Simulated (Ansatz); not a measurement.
Geometry optimisation, RKS PBE/def2-SVP (Ansatz 0.2.0).

Input:

```yaml
crystal:
  periodic: [false, false, false]
  atoms:
    - { symbol: W, position_ang: [0.0, 0.0, 0.0] }
    - { symbol: Cl, position_ang: [1.1194, 0.0, 2.3356] }
    - { symbol: H, position_ang: [1.8219, 0.0, 0.6057] }
    - { symbol: H, position_ang: [0.0, 1.72, 0.0] }
    - { symbol: F, position_ang: [-1.85, 0.0, 0.0] }
    - { symbol: F, position_ang: [0.0, -1.85, 0.0] }
    - { symbol: F, position_ang: [0.0, 0.0, -1.85] }
basis:
  gaussian: { orbitals: def2-SVP }
hamiltonian:
  xc: pbe
relax:
  f_tol: 0.15
  max_steps: 25
  restrain:
    - { distance: [1, 2], at: 2.57, k: 30.0 }
    - { distance: [0, 1], at: 2.39, k: 30.0 }
    - { distance: [0, 2], at: 1.72, k: 30.0 }
output:
  orbitals: {}
```

Command:

```bash
$ ansatz run input.yaml --threads 2 --pin off --max-ram 3072MiB --backend cpu --events-out ev --progress --plain --runs-dir out
```

Task: Where does it end, and by what steps?

Result: It converged. The restraints hold the end off the free minimum; the threshold counts their pulls, which the force column leaves out. Restrained pairs: Cl2–H3 (1.87 → 2.57 Å), W1–Cl2 (2.59 → 2.37 Å), W1–H3 (1.92 → 1.71 Å). After 14 steps the energy has fallen by 3.860 eV (the restraints' own energy left out); Cl2 moved furthest, 1.12 Å.

```json
{"step": "0", "energy less start (eV)": "0.0000", "largest force component (eV/Å)": "3.158", "accepted": "yes"}
{"step": "1", "energy less start (eV)": "-0.9833", "largest force component (eV/Å)": "1.914", "accepted": "yes"}
{"step": "2", "energy less start (eV)": "-1.7476", "largest force component (eV/Å)": "1.985", "accepted": "yes"}
{"step": "3", "energy less start (eV)": "-2.4724", "largest force component (eV/Å)": "1.203", "accepted": "yes"}
{"step": "4", "energy less start (eV)": "-2.8441", "largest force component (eV/Å)": "1.142", "accepted": "yes"}
{"step": "5", "energy less start (eV)": "-3.0860", "largest force component (eV/Å)": "1.256", "accepted": "yes"}
{"step": "6", "energy less start (eV)": "-3.2022", "largest force component (eV/Å)": "1.375", "accepted": "yes"}
{"step": "7", "energy less start (eV)": "-3.3407", "largest force component (eV/Å)": "1.156", "accepted": "yes"}
{"step": "8", "energy less start (eV)": "-3.4372", "largest force component (eV/Å)": "1.017", "accepted": "yes"}
{"step": "9", "energy less start (eV)": "-3.5685", "largest force component (eV/Å)": "0.942", "accepted": "yes"}
{"step": "10", "energy less start (eV)": "-3.6856", "largest force component (eV/Å)": "0.831", "accepted": "yes"}
{"step": "11", "energy less start (eV)": "-3.7780", "largest force component (eV/Å)": "0.859", "accepted": "yes"}
{"step": "12", "energy less start (eV)": "-3.8170", "largest force component (eV/Å)": "0.826", "accepted": "yes"}
{"step": "13", "energy less start (eV)": "-3.8515", "largest force component (eV/Å)": "0.664", "accepted": "yes"}
{"step": "14", "energy less start (eV)": "-3.8602", "largest force component (eV/Å)": "0.662", "accepted": "yes"}
```

```xyz
7
Properties=species:S:1:pos:R:3
W 0.036 -0.114 0.112
Cl 0.159 -0.557 2.436
H 1.555 0.526 0.568
H 0.537 1.278 -0.703
F -1.487 0.874 0.525
F 0.983 -1.677 -0.246
F -0.692 -0.461 -1.600
```

Time of the run: 44 s on 2 threads of Intel(R) Xeon(R) Platinum 8259CL CPU @ 2.50GHz (Skylake/Cascade Lake), on a shared host, peak memory 0.17 GiB.
